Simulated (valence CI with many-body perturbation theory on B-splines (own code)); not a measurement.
**Questions on Cr3+**

Computed by configuration interaction combined with many-body perturbation theory (CI+MBPT): three valence electrons over a frozen Dirac-Fock core [Ar], a basis of 7 s, 7 p, 8 d, 6 f, 4 g, 1 h functions for each j, with the one-electron correlation potential Σ1, the two-electron term Σ2, the three-electron term Σ3, Breit, model QED; selected CI, second order for the rest, scaled by the run's own slope (own B-spline code, finite nucleus).

Against 32 measured levels this calculation errs by 950 cm⁻¹ on average and by 1923 at most. These come from a selection out of Sugar and Corliss, J. Phys. Chem. Ref. Data 6, 317 (1977). Levels without a partner in it may be off by more, other configurations by 1,000 to 8,000 cm⁻¹. Only levels of the ground parity were solved; by the run's estimate the other parity begins above the list, which can be wrong where configurations are misplaced.

Rates and lifetimes use the calculated energies. Strong lines usually hold to 10 to 20 %, long lifetimes can be off by a factor of two.

**Question.** What is the ground level?

**Answer.** 3d3 4F_3/2, composition 100 % 3d3 4F, g = 0.399.

**Question.** How well does LS coupling describe the low levels?

**Answer.** Among the lowest 20 levels the leading LS term, summed over configurations, holds 97 % on average. For single configurations the figures are 96 % in LS and 60 % in jj coupling. Terms mix most in the J = 3/2 level at 20040 cm⁻¹, where the leading one holds 68 %.

**Question.** What is the ionisation energy?

**Answer.** 48.687 eV; NIST lists 49.16 ± 0.05 eV (semi-empirical).

**Question.** Name the longest-lived excited levels whose lifetime is computed, and their main decay.

**Answer.** 3d3 4F_5/2 at 234 cm⁻¹ lives 1810 s, mostly by M1 to 3d3 4F_3/2; 3d3 4F_7/2 at 549 cm⁻¹ lives 736 s, mostly by M1 to 3d3 4F_5/2; 3d3 4F_9/2 at 935 cm⁻¹ lives 642 s, mostly by M1 to 3d3 4F_7/2.

**Question.** How is the term 4F of the ground level split?

**Answer.** J = 3/2 at 0.0, J = 5/2 at 234, J = 7/2 at 549, J = 9/2 at 935 cm⁻¹.
